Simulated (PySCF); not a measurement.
Copper: a sound run and one with changed settings

Sound run: Cu [Ar] 3d10 4s1, Cu+ [Ar] 3d10. All numbers are calculated (PySCF 2.14, scalar relativity by spin-free X2C-1e, in jorge-DZP-DKH). The sound run starts from symmetry-adapted Hartree-Fock orbitals and uses a fine grid where one is needed.

A second run was set up differently.

| species | method | sound run (hartree) | changed run (hartree) | converged |
| --- | --- | --- | --- | --- |
| Cu | UHF | -1653.03659 | -1653.03659 | yes |
| Cu | BP86 | -1654.92943 | -1660.60528 | yes |
| Cu | B3LYP | -1654.69914 | -1658.41544 | yes |
| Cu+ | UHF | -1652.79970 | -1652.79970 | yes |
| Cu+ | BP86 | -1654.63762 | -1660.32260 | yes |
| Cu+ | B3LYP | -1654.41160 | -1658.11825 | yes |

Ionisation energy of Cu:

```
method  sound run (eV)  changed run (eV)
   UHF           6.446             6.446
 B3LYP           7.824             8.087
```

What was changed?
A. basis contracted for another Hamiltonian
B. level shift left on
C. angular grid far too coarse
D. too few SCF iterations

C. It used 6 angular points. A coarse angular grid integrates products of high-l functions wrongly, so density functionals can shift, and the SCF can exploit the error; Hartree-Fock and MP2 need no grid.
